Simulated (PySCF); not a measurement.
## Spinor energies of Bi(5+) (bismuth, charge +5)

Start: [Xe] 4f14 5d10. Calculated with PySCF 2.14 in x2c-TZVPPall-2c with one added diffuse shell each of s, p, d, f type (12s12p10d4f, 126 functions): generalised Hartree-Fock with the X2C-1e Hamiltonian and a Gaussian nucleus; spin-orbit coupling (SO) screened by Boettger's factors.

| spinor shell | electrons | ε, screened SO (eV) | weight of nominal j (screened SO) | rms radius, screened SO (bohr) |
| --- | --- | --- | --- | --- |
| 1s1/2 | 2 | -91065.8 | 1.000 | 0.0178 |
| 2s1/2 | 2 | -16563.1 | 1.000 | 0.0718 |
| 2p1/2 | 2 | -15891.4 | 1.000 | 0.0606 |
| 2p3/2 | 4 | -13567.0 | 1.000 | 0.0691 |
| 3s1/2 | 2 | -4112.9 | 1.000 | 0.183 |
| 3p1/2 | 2 | -3810.4 | 1.000 | 0.175 |
| 3p3/2 | 4 | -3282.8 | 1.000 | 0.192 |
| 3d3/2 | 4 | -2792.6 | 1.000 | 0.168 |
| 3d5/2 | 6 | -2681.2 | 1.000 | 0.172 |
| 4s1/2 | 2 | -1025.9 | 1.000 | 0.401 |
| 4p1/2 | 2 | -893.30 | 1.000 | 0.404 |
| 4p3/2 | 4 | -761.45 | 1.000 | 0.438 |
| 4d3/2 | 4 | -545.52 | 1.000 | 0.446 |
| 4f5/2 | 6 | -237.13 | 1.000 | 0.479 |
| 5s1/2 | 2 | -235.72 | 1.000 | 0.891 |
| 4f7/2 | 8 | -231.70 | 1.000 | 0.480 |
| 5p1/2 | 2 | -187.76 | 1.000 | 0.950 |
| 5p3/2 | 4 | -162.28 | 1.000 | 1.03 |
| 5d3/2 | 4 | -91.444 | 1.000 | 1.25 |
| 5d5/2 | 6 | -88.001 | 1.000 | 1.29 |

(1) Where does 4d5/2 lie, and what is the 4d spin-orbit splitting (screened SO)?

```csv
quantity,screened SO
E (hartree),-21549.68705
M_J,0
⟨J²⟩,0.000
⟨L²⟩,0.204
⟨S²⟩,0.204
```

Breit and QED terms are absent; they matter most for the inner s and p1/2 levels.

Densities and radii are taken from the X2C orbitals without a picture-change correction, which distorts them close to the nucleus.

Answers

(1) At -520.24 eV, 25.281 eV above 4d3/2.
